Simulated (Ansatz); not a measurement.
Basis-set extrapolation for `OB(F)O[SiH3]` (PBE0-D4/def2-TZVP geometry, frozen core, Ansatz 0.2.0). Multiplicity 1, RHF reference.

|  | def2-TZVPP | def2-QZVPP |
| --- | --- | --- |
| HF | -565.474403 | -565.496879 |
| MP2 correlation | -0.934827 | -1.013882 |
| CCSD(T) correlation | -0.992220 | -1.067102 |

Energies in hartree. Use E(X) = E(∞) + A·exp(−7.88·√X) for Hartree–Fock and E(X) = E(∞) + B·X^(−2.97) for correlation, with X = 3 and 4.

Q: What is the CCSD(T) energy at the basis-set limit?

A: HF limit: -565.496879 + (-0.022476) × 0.13774 = -565.49997. Correlation limit: -1.067102 + (-0.074882) × 0.74074 = -1.12257. Total: -566.62254 hartree, 97.8 kcal/mol below CCSD(T)/def2-TZVPP.
